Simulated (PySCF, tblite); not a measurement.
Isomers of C5H12O3Si, one GFN2-xTB conformer each. Single-point energies are computed at PBE0/pcSseg-1 (PySCF, gas phase, no added dispersion term), electronic only.

```tsv
SMILES	GFN2-xTB relative energy (kcal/mol)
CC[C@](C)(O[SiH3])C(=O)O	0.0
CC[C@H]([SiH3])OC(=O)OC	32.2
CCOC(=O)[C@H](C)O[SiH3]	4.2
```

Conformers: `[CH3:1][CH2:2][C@:3]([CH3:4])([O:5][SiH3:6])[C:7](=[O:8])[OH:9]` with C1–C2–C3–C4 -179°, C2–C3–O5–Si6 -126°, C2–C3–C7–O8 124°, C3–C7–O9–H -179°; `[CH3:1][CH2:2][C@H:3]([SiH3:4])[O:5][C:6](=[O:7])[O:8][CH3:9]` with C1–C2–C3–Si4 -176°, C2–C3–O5–C6 -149°, C3–O5–C6–O7 -1°, O5–C6–O8–C9 180°; `[CH3:1][CH2:2][O:3][C:4](=[O:5])[C@H:6]([CH3:7])[O:8][SiH3:9]` with C1–C2–O3–C4 163°, C2–O3–C4–O5 0°, O3–C4–C6–C7 -75°, C4–C6–O8–Si9 24°.

Task: What does PBE0/pcSseg-1 give for the same structures?

Result: 
| SMILES | PBE0/pcSseg-1 E (Eh) | PBE0/pcSseg-1 (kcal/mol) | GFN2-xTB (kcal/mol) | point group |
| --- | --- | --- | --- | --- |
| CC[C@](C)(O[SiH3])C(=O)O | -712.31195 | 0.0 | 0.0 | C1 |
| CCOC(=O)[C@H](C)O[SiH3] | -712.29832 | 8.6 | 4.2 | C1 |
| CC[C@H]([SiH3])OC(=O)OC | -712.27130 | 25.5 | 32.2 | C1 |

Both levels put the same isomer lowest; measured from each level's own lowest isomer, the values differ by up to 6.7 kcal/mol (CC[C@H]([SiH3])OC(=O)OC: 32.2 against 25.5). As drawn, the lowest has an O–H bond and an Si–O bond, which the highest lacks; the highest has an Si–C bond, which the lowest lacks.

Task: Which frontier levels, dipoles and rotational constants go with these structures?

Result: 
| SMILES | HOMO (eV, PBE0/pcSseg-1) | LUMO (eV) | dipole (D) | A, B, C (MHz) |
| --- | --- | --- | --- | --- |
| CC[C@](C)(O[SiH3])C(=O)O | -7.98 | -0.16 | 3.06 | 1666, 1187, 1060 |
| CCOC(=O)[C@H](C)O[SiH3] | -7.86 | -0.04 | 3.79 | 2849, 726.4, 623.7 |
| CC[C@H]([SiH3])OC(=O)OC | -7.97 | 0.73 | 0.58 | 1849, 860.3, 658.7 |

Task: What happens when harmonic zero-point energies from GFN2-xTB frequencies are added?

Result: 
```
                  SMILES  ZPE (kcal/mol)  electronic (kcal/mol)  with ZPE (kcal/mol)
CC[C@](C)(O[SiH3])C(=O)O           102.1                    0.0                  0.0
 CCOC(=O)[C@H](C)O[SiH3]           101.9                    8.6                  8.3
 CC[C@H]([SiH3])OC(=O)OC           101.4                   25.5                 24.8
```

The zero-point energies span 0.7 kcal/mol. The order is unchanged.
